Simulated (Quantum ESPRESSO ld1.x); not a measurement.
One sound ld1.x (Quantum ESPRESSO 7.5) input for neutral iron gives E = -1261.2233 hartree in 27 iterations:

```
 &input
    zed=26.0,
    iswitch=1,
    rel=0,
    lsd=1,
    dft='SLA-VWN',
    config='[Ar] 3d6 4s2',
    prefix='ld1',
    max_out_wfc=37,
    file_charge='ld1.rho',
 /
```

Changed or added lines, one case at a time, and what came of them:

- rmax=3.0: not converged. The mesh cuts the orbital tails; the cycle ends with warnings and the numbers are not to be used.
- noscf=.true.: refused. The program stops in ld1_readin with "hydrogenic levels available only with lsd=0": noscf gives hydrogenic levels and needs lsd = 0.
- config='[Ar] 3d6 4s2 5p4': not converged. The string holds 30 electrons for Z = 26, so the species has charge -4 and is not the one meant. The extra electrons are not bound, and the cycle does not converge.
- dx=0.001: refused. The program stops in do_mesh with "ndmx is too small": the mesh holds 3500 points at most, so dx, xmin and rmax must fit that.
- rel=1 relpert=.true. (without lsd): refused. The program stops in ld1_readin with "perturbative SO-splitting for AE calculations with rel=0 only": the perturbative correction needs rel = 0.
- config='[Ar] 3d6 4s2 5g1': refused. The program stops in el_config with "l not found:G": the config string knows s, p, d and f alone.
- dft='PBE': silently wrong. The run ends normally, but in this build (ld1.x 7.5) Etot and Exc of a spin-polarised run lack the gradient corrections of exchange and correlation and come out near their LSDA values (nitrogen, PBE: -54.132 hartree against -54.536 from two other codes). The eigenvalues and orbitals are those of the GGA; the energies must not be used.
